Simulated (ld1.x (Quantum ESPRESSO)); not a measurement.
Before and after: TM semilocal potential for gold

ld1.x (Quantum ESPRESSO) 7.5 input, shortened:

```
&input
   title='Au', zed=79., rel=1, dft='PZ', iswitch=3,
   config='[Xe] 4f14 5d10 6s1 6p0'
 /
 &inputp
   pseudotype=1, tm=.true., lloc=0,
   nlcc=.false.
 /
3
5P  2  1   6.00   0.00  1.40  1.40  0.0
5D  3  2  10.00   0.00  1.35  1.35  0.0
6S  1  0   1.00   0.00  1.90  1.90  0.0
 &test
   configts(1)='5p6 5d10 6s1 6p0'
 /
```

Change: wave 5p (bound): rc 1.40 bohr becomes 5p (bound): rc 1.94 bohr.

Cutoffs: the cutoffs (Ry, on a coarse ladder) from which the occupation-weighted sum of valence levels, in a spherical-Bessel basis at the reference potential, stays within 10 and 1 mRy of its value at 400 Ry; they do not see the model core or the augmentation charge, which bear on the density cutoff. Errors are all-electron minus pseudo energies relative to the spin-unpolarised reference configuration.

**Question.** How do hardness, ghosts and transferability respond?

**Answer.** The potential gets softer (90 Ry and 120 Ry → 60 Ry and 90 Ry); of the 9 tests that both files solve, the error grows in 4 and shrinks in 0 by more than 15 % and 0.3 meV (median size 12.6 → 16.9 meV); neither file shows a bound ghost. A larger radius leaves more room for a smooth pseudo-wave, so fewer plane waves are needed. More of the atom is replaced by a form fitted at one configuration, so other configurations suffer. A semilocal file is local in each channel, so a ghost entry of none says nothing of the separable form that plane-wave codes build from it.

| quantity | base | changed |
| --- | --- | --- |
| cutoff, loose | 90 Ry | 60 Ry |
| cutoff, tight | 120 Ry | 90 Ry |
| loose cutoff by channel (10 mRy a level) | p 55 Ry, d 35 Ry, s 18 Ry | p 30 Ry, d 35 Ry, s 18 Ry |
| bound ghosts | none | none |
| error for 5p6 5d10 6s0 6p0, meV [ΔE 9.77 eV] | -9.3 | -9.0 |
| error for 5p6 5d9 6s0 6p0, meV [ΔE 31.28 eV] | -1.2 | -1.1 |
| error for 5p6 5d8 6s0 6p0, meV [ΔE 65.44 eV] | +13 | +17 |
| error for 5p6 5d10 6s0.5 6p0, meV [ΔE 3.95 eV] | -2.7 | -2.6 |
| error for 5p5 5d10 6s1 6p0, meV [ΔE 66.40 eV] | -104 | -162 |
| error for 5p6 5d7 6s0 6p0, meV [ΔE 113.44 eV] | +33 | +51 |
| error for 5p6 5d10 6s0 6p1, meV [ΔE 5.40 eV] | +61 | +281 |
| error for 5p6 5d10 6s1 6p0 (spin-polarised), meV [ΔE -0.13 eV] | +0.5 | +0.5 |
| error for 5p6 5d9 6s0 6p0 (spin-polarised), meV [ΔE 31.13 eV] | +22 | +23 |
